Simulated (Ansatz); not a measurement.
Isolated molecules relaxed with PBE0-D4/def2-TZVP in Ansatz; ΔE leaves out vibrations. CCSD(T)/CBS is the MP2 limit (def2-TZVPP, def2-QZVPP) plus CCSD(T) − MP2 in def2-TZVPP, frozen cores. Functionals use def2-TZVPP. B3LYP here is the variant with VWN-RPA as its local correlation; programs differ in this. Each species was taken in one conformer, which may not be the lowest.

Consider the redistribution: `CB(S)C(N)F` + `O[SiH](F)CCl` → `CB(S)CCl` + `N[C@@H](F)[Si@@H](O)F`.

```
             level  ΔE (kJ/mol)  difference from CCSD(T)/CBS
            PBE-D4          3.1                         -4.2
         r2SCAN-D4          6.2                         -1.1
           PBE0-D4          5.8                         -1.5
          B3LYP-D4          4.4                         -2.9
           ωB97X-V          7.2                         -0.1
           ωB97M-V          7.9                          0.6
            B2PLYP          5.5                         -1.8
               PBE          3.0                         -4.3
            r2SCAN          6.1                         -1.2
              PBE0          5.7                         -1.6
             B3LYP          4.3                         -3.0
     HF/def2-TZVPP         10.4                          3.1
    MP2/def2-TZVPP          6.5                         -0.8
SCS-MP2/def2-TZVPP          7.3                          0.0
   CCSD/def2-TZVPP          8.9                          1.6
CCSD(T)/def2-TZVPP          8.5                          1.2
     HF/def2-QZVPP         10.3                          3.0
    MP2/def2-QZVPP          5.7                         -1.6
SCS-MP2/def2-QZVPP          6.7                         -0.6
      HF/CBS(def2)         10.3                          3.0
     MP2/CBS(def2)          5.3                         -2.0
    CCSD/CBS(def2)          7.7                          0.4
       CCSD(T)/CBS          7.3                            0
```

Largest T1 diagnostic among the species: 0.013.
